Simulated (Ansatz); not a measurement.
Isolated molecules relaxed with PBE0-D4/def2-TZVP in Ansatz; ΔE leaves out vibrations. CCSD(T)/CBS adds triple-zeta CCSD(T) − MP2 to the extrapolated MP2 energy (def2 sets, frozen cores). This one scheme is used for every species. DFT in def2-TZVPP. HSE06 is defined as in plane-wave codes. One conformer a species, not always the lowest.

Consider the ligand exchange at the Si–C bond: `BC[SiH2]CF` + H–F → `BC[SiH2]F` + fluoromethane.

| species | HSE06 energy (Eh) |
| --- | --- |
| `BC[SiH2]CF` | -494.90373 |
| H–F | -100.38998 |
| `BC[SiH2]F` | -455.70163 |
| `CF` | -139.64825 |

Work out ΔE.

ΔE = (-455.70163) + (-139.64825) − (-494.90373) − (-100.38998) = -0.05617 Eh = -1.53 eV. CCSD(T)/CBS gives -1.57 eV.

What do rigid-rotor, harmonic-oscillator terms from PBE0-D4/def2-TZVP frequencies (298.15 K, 1 bar) make of the CCSD(T)/CBS value? (Estimate.)

Computed: ΔZPE = +0.08 eV, ΔH = -1.52 eV, ΔS = 10 J/(mol·K), ΔG = -1.55 eV. Modes under 50 cm⁻¹ make the entropy rough.

Largest T1 diagnostic among the species: 0.011.

In def2-TZVPP, CCSD(T) changes the Hartree–Fock value by +0.32 eV (the triples alone add +0.04 eV) and MP2 by +0.30 eV. The D4 term adds +0.08 eV with B3LYP and +0.04 eV with PBE0; it sums over pairs of atoms, weighted by their polarisabilities, and B3LYP, whose exchange is more repulsive, gets the larger term.

B3LYP here is the variant with VWN-RPA as its local correlation; programs differ in this.
